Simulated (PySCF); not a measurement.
Start geometry of `CC(=S)B1C=CC=CC=C1` from GFN2-xTB (Å):
```
atom  x, y, z in Å
C1     3.0723   -0.0307    0.5959
C2     2.0537   -0.5332   -0.3935
S3     2.5564   -1.3826   -1.7019
B4     0.5581   -0.2287   -0.2504
C5     0.0763    1.2149   -0.1284
C6    -1.1878    1.7118    0.0398
C7    -2.3919    0.9939    0.1423
C8    -2.6442   -0.3357    0.0302
C9    -1.7894   -1.4221   -0.1845
C10   -0.4331   -1.4179   -0.3169
H11    2.8018   -0.3809    1.5970
H12    4.0741   -0.2934    0.3387
H13    2.9575    1.0930    0.6257
H14    0.8303    1.9917   -0.1574
H15   -1.3044    2.7733    0.1264
H16   -3.2699    1.6368    0.3231
H17   -3.7012   -0.6091    0.1327
H18   -2.3035   -2.3786   -0.2854
H19    0.0141   -2.3955   -0.5123
```

Task: What comes out of this run: PBE0-D3(BJ)/def2-SVP geometry optimisation, gas phase (PySCF)?

Result: 
```
atom  x, y, z in Å
C1     3.072   -0.118    0.616
C2     2.081   -0.508   -0.428
S3     2.506   -1.169   -1.861
B4     0.535   -0.222   -0.256
C5     0.093    1.237   -0.102
C6    -1.179    1.734    0.029
C7    -2.419    1.039    0.088
C8    -2.682   -0.306    0.010
C9    -1.796   -1.406   -0.163
C10   -0.430   -1.408   -0.291
H11    2.851   -0.652    1.556
H12    4.105   -0.329    0.307
H13    2.966    0.956    0.852
H14    0.873    2.010   -0.108
H15   -1.281    2.824    0.117
H16   -3.297    1.681    0.216
H17   -3.740   -0.579    0.086
H18   -2.302   -2.378   -0.206
H19    0.014   -2.399   -0.443
```

The energy falls by 3.6 kcal/mol over 7 energy and gradient evaluations, the largest force component goes from 0.0371 to 2.5e-04 Eh/bohr, and the atoms move by 0.114 Å rms after alignment. The bond that changes most is C2–B4 (thiocarbonyl carbon to ring boron), which lengthens by 0.048 Å. Bonds longer at the end by more than 0.005 Å: 11 of 19; shorter: 4. Among the angles that change most is C1–C2–S3, from 119.3° to 123.1°. Rotational constants go from 2238, 691.3, 580.7 to 2190, 682.4, 588.2 MHz. The orientation of the end geometry is arbitrary; only internal coordinates are fixed.

The run used 189 basis functions and 52 SCF cycles in all.

No frequency check. One conformer, not necessarily the lowest.
